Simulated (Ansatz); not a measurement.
Energy needed to pull apart SnAsH₅ (SMILES [AsH2][SnH3]), closed shell, into free ground-state atoms, from the structure below (displaced at random from a GFN2-xTB minimum); no zero-point or spin–orbit terms; open-shell atoms are treated unrestricted, in their ground-state multiplicity.

As1  (-1.051, -1.365, 0.403)
Sn2  (0.133, 0.820, 0.013)
H3  (0.254, -1.994, 0.938)
H4  (-0.740, -1.883, -0.959)
H5  (-0.766, 1.901, -0.981)
H6  (0.472, 1.748, 1.387)
H7  (1.681, 0.869, -0.768)
(Å)

Program: Ansatz 0.2.0. Basis: def2-TZVPP. Cores are frozen in the correlated methods. Filled d shells of the heavier atoms are correlated. Core potentials replace the inner electrons of the atoms past krypton. The def2 sets are not built for correlating such inner shells, so the correlated values are less sure here. B3LYP uses VWN-RPA correlation.

```tsv
method	atomization energy (kJ/mol)
PBE-D4	1561
revPBE-D4	1529
r2SCAN-D4	1577
PBE0-D4	1550
B3LYP-D4	?
wB97M-V	1578
HF	1068
MP2	?
CCSD	1533
CCSD(T)	1553
```

Task: What does MP2 give? (To be estimated.)

Result: Computed: 1485 kJ/mol, which is about 68 kJ/mol less than CCSD(T)/def2-TZVPP.

Task: What does B3LYP-D4 give? (An estimate is asked for; the value comes from the calculation.)

Result: The calculation gives: 1588 kJ/mol, which is about 35 kJ/mol more than CCSD(T)/def2-TZVPP.

In triple zeta the MP2 and coupled-cluster atomization energies are still short of their basis limit by a few kcal/mol a bond, whereas those of the functionals are nearly converged, so these differences are not deviations from converged CCSD(T).

The T1 diagnostic stays at or below 0.013.

For scale, one of the runs: CCSD(T)/def2-TZVPP forces, 168 basis functions (an equivalent command: `ansatz run in.yaml --threads 4`). Time: 3.2 min of wall clock on 4 CPU threads; the host was shared. Peak host memory: 2.8 GiB.
